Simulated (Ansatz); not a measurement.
Isolated molecules relaxed with PBE0-D4/def2-TZVP in Ansatz; ΔE leaves out vibrations. CBS: MP2 limit from def2 TZ/QZ plus the TZ coupled-cluster correction, frozen cores. Functionals use def2-TZVPP. B3LYP here is the variant with VWN-RPA as its local correlation; programs differ in this. def2 core potentials past Kr. For In outer-core shells are correlated without core-valence functions, which leaves a few kJ/mol of doubt a bond. One conformer a species, not always the lowest.

Consider the formal exchange of groups at the Si–S bond: `C[O][AlH][S][SiH3]` + `[CH3][InH2]` → `[SiH3][CH2][InH2]` + `C[O][AlH][SH]`.

Task: Is it downhill or uphill in electronic energy at CCSD(T)/CBS, and by how much? (An estimate is asked.)

Result: Computed: Uphill: ΔE = +11.5 kcal/mol.

Task: What do these levels give: r2SCAN-D4, B3LYP-D4, ωB97X-V, PBE, PBE0, MP2/def2-TZVPP, SCS-MP2/def2-TZVPP, CCSD/def2-TZVPP, CCSD(T)/def2-TZVPP, HF/def2-QZVPP, MP2/CBS(def2), CCSD/CBS(def2)? (Estimate.)

Result: Computed: r2SCAN-D4 12.5, B3LYP-D4 12.6, ωB97X-V 12.3, PBE 11.8, PBE0 12.1, MP2/def2-TZVPP 12.0, SCS-MP2/def2-TZVPP 11.7, CCSD/def2-TZVPP 11.2, CCSD(T)/def2-TZVPP 11.2, HF/def2-QZVPP 12.4, MP2/CBS(def2) 12.3, CCSD/CBS(def2) 11.5 kcal/mol.

Largest T1 diagnostic among the species: 0.013.

The D4 term adds +0.9 kcal/mol with B3LYP and +0.5 kcal/mol with PBE0; it sums over pairs of atoms, weighted by their polarisabilities, and B3LYP, whose exchange is more repulsive, gets the larger term.
